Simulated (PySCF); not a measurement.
Be₂S₂ at several levels of theory

All levels use the PBE0 minimum (singlet; Be–S 1.924 Å (×4); Be–S–Be 60.8° (×2), S–Be–S 119.2° (×2)), basis [Be def2-TZVP, S def2-TZVP], no relativity, density fitting, no spin–orbit coupling, PySCF. For vertical energies the ionised species is a doublet (spins chosen at PBE0 and kept) and the electron-attached one a doublet. Atomisation goes to high-spin ground-configuration atoms, without zero-point energy. Open shells are unrestricted, also as the reference of the correlated levels. A dash marks a value that was not computed or is not defined at that level.

| level | atomisation (kJ/mol) | vertical IP (eV) | vertical EA (eV) | −ε(HOMO) (eV) | gap (eV) |
| --- | --- | --- | --- | --- | --- |
| PBE0 | 1253 | 8.91 | 1.38 | 6.87 | 4.07 |
| HF | ? | ? | ? | ? | ? |
| MP2 | 1204 | 9.23 | 1.19 | – | – |
| PBE | 1278 | 8.76 | 1.44 | 5.79 | 2.23 |
| B3LYP | 1200 | 8.86 | 1.35 | 6.60 | 3.55 |
| r2SCAN | ? | ? | ? | ? | ? |
| TPSSh | 1229 | 8.81 | 1.36 | 6.27 | 3.23 |
| LDA | 1445 | 8.97 | 1.50 | 5.92 | 2.16 |
| BP86 | 1253 | 8.86 | 1.52 | 5.88 | 2.27 |

(1) Fill in the row of r2SCAN.

(2) Fill in the row of HF.

## Answers

(1) atomisation (kJ/mol) 1288, vertical IP (eV) 8.84, vertical EA (eV) 1.48, −ε(HOMO) (eV) 6.02, gap (eV) 2.86.

(2) atomisation (kJ/mol) 885, vertical IP (eV) 8.16, vertical EA (eV) 0.66, −ε(HOMO) (eV) 9.29, gap (eV) 9.04.

Spin contamination in at least one species weakens the values at: HF, MP2.

Without diffuse functions attachment energies tend to come out too low.
